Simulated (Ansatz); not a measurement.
CH2B2, SMILES `B1=CB1` (charge 0, multiplicity 1).

The numbers are results of frozen-core CCSD(T)/6-31g // PBE0-D3(BJ)/def2-TZVP (Ansatz, a program for electronic structure), not measurements.

Ansatz 0.2 input:
```yaml
crystal:
  periodic: [false, false, false]
  atoms:
    - { symbol: B, position_ang: [-0.3113, 1.085566, 0.598445] }
    - { symbol: C, position_ang: [-0.81307, 0.018018, -0.077357] }
    - { symbol: B, position_ang: [0.77511, 0.150337, 0.106349] }
    - { symbol: H, position_ang: [-1.360915, -0.760549, -0.581985] }
    - { symbol: H, position_ang: [1.710173, -0.493371, -0.219883] }
basis:
  gaussian: { orbitals: "6-31g" }
correlation:
  method: ccsd_t
```

Output:

```
Functional definition: HF
443 factors; integrals over basis functions are off by at most 2.2e-4 eV
mean field evaluation 1: about -2398.9197 eV, gradient 2.0e1 eV
mean field evaluation 2: about -2398.9254 eV, gradient 2.0e1 eV
mean field evaluation 4: about -2400.3898 eV, gradient 3.2e0 eV
mean field evaluation 8: about -2400.4471 eV, gradient 7.0e-4 eV
mean field evaluation 16: about -2400.3843 eV, gradient 3.2e0 eV
mean field -2400.44691922 eV, -88.2147971999 hartree, gradient 2.8e-6 eV, S^2 0.000000; 0 other end points of the search recorded, 0 dependent functions left out; unrestricted orbitals would lower it
3 core orbitals not correlated
reference -2400.44691922 eV, -88.2147971999 hartree; 6, 6 occupied and 22, 22 virtual orbitals, 443 factors
second order -5.64138585 eV of doubles, -0.00000000 eV of singles
cycle   1  -5.85348593 eV  change   -2.1e-1 eV  update   8.9e-2
cycle   2  -6.13734385 eV  change   -2.8e-1 eV  update   3.4e-2
cycle   3  -6.22940164 eV  change   -9.2e-2 eV  update   1.8e-2
cycle   4  -6.23195672 eV  change   -2.6e-3 eV  update   5.1e-3
cycle   5  -6.23336068 eV  change   -1.4e-3 eV  update   1.9e-3
cycle   6  -6.23235976 eV  change    1.0e-3 eV  update   5.9e-4
cycle   7  -6.23237218 eV  change   -1.2e-5 eV  update   2.0e-4
cycle   8  -6.23240352 eV  change   -3.1e-5 eV  update   7.7e-5
cycle   9  -6.23235225 eV  change    5.1e-5 eV  update   3.2e-5
cycle  10  -6.23236553 eV  change   -1.3e-5 eV  update   1.1e-5
cycle  11  -6.23236922 eV  change   -3.7e-6 eV  update   3.9e-6
perturbative correction -0.33850321 eV, -0.0124397634 hartree
Total energy: -2407.01779164 eV, -88.4562723077 hartree
```
